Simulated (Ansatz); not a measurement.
Geometry optimisation, Ansatz, RKS PBE-D4/STO-3G.

input.yaml

```yaml
crystal:
  periodic: [false, false, false]
  atoms:
    - { symbol: C, position_ang: [0.0164, -2.2502, -0.681] }
    - { symbol: Si, position_ang: [1.1618, -0.8237, -0.4139] }
    - { symbol: C, position_ang: [0.2869, 0.8486, -0.4461] }
    - { symbol: C, position_ang: [-0.6924, 1.0534, 0.6138] }
    - { symbol: O, position_ang: [-1.527, 2.1837, 0.2933] }
    - { symbol: O, position_ang: [-0.1925, 1.2914, 1.8809] }
    - { symbol: H, position_ang: [-0.5422, -2.0746, -1.6337] }
    - { symbol: H, position_ang: [0.524, -3.1516, -0.7373] }
    - { symbol: H, position_ang: [-0.7695, -2.24, 0.1523] }
    - { symbol: H, position_ang: [2.1881, -0.8443, -1.4689] }
    - { symbol: H, position_ang: [1.8694, -1.0355, 0.8912] }
    - { symbol: H, position_ang: [1.1066, 1.6302, -0.2992] }
    - { symbol: H, position_ang: [-0.1625, 1.0211, -1.4449] }
    - { symbol: H, position_ang: [-1.4711, 0.1973, 0.695] }
    - { symbol: H, position_ang: [-0.8864, 2.8773, 0.1196] }
    - { symbol: H, position_ang: [-0.9327, 1.2941, 2.5232] }
basis:
  gaussian: { orbitals: STO-3G }
hamiltonian:
  xc: pbe
  dispersion: d4
relax:
  f_tol: 0.02
  max_steps: 40
scf:
  lower_state_search: "off"
```

Command:

```bash
$ ansatz run input.yaml --threads 1 --pin off --max-ram 2048MiB --backend cpu --events-out ev --progress --plain --runs-dir out
```

Problem. Where does it end, and by what steps?

Solution. It converged. Limits of this set-up: minimal basis. After 14 steps the energy has fallen by 1.233 eV; O6 moved furthest, 0.84 Å.

```tsv
step	energy less start (eV)	largest force component (eV/Å)	accepted
0	0.0000	5.864	yes
1	-1.1044	1.745	yes
2	-1.1983	0.238	yes
3	-1.2062	0.189	yes
4	-1.2087	0.098	yes
5	-1.2134	0.092	yes
6	-1.2154	0.135	yes
7	-1.2178	0.129	yes
8	-1.2206	0.165	yes
9	-1.2232	0.152	yes
10	-1.2260	0.189	yes
11	-1.2285	0.160	yes
12	-1.2314	0.111	yes
13	-1.2327	0.065	yes
14	-1.2330	0.019	yes
```

```xyz
16
Properties=species:S:1:pos:R:3
C 0.007 -2.134 -0.329
Si 1.243 -0.726 -0.483
C 0.361 0.943 -0.635
C -0.855 1.055 0.355
O -1.406 2.413 0.503
O -0.366 0.506 1.640
H -0.689 -2.157 -1.184
H 0.520 -3.109 -0.288
H -0.589 -2.027 0.593
H 2.056 -0.924 -1.677
H 2.137 -0.713 0.666
H 1.075 1.762 -0.417
H -0.012 1.103 -1.664
H -1.729 0.463 -0.044
H -0.555 2.938 0.786
H -1.222 0.585 2.222
```

Whether the end is a true minimum wasn't checked by a vibrational analysis.

Run time: 52 s on 1 thread of Intel(R) Xeon(R) Platinum 8259CL CPU @ 2.50GHz (Skylake/Cascade Lake), on a shared host, peak memory 0.13 GiB.
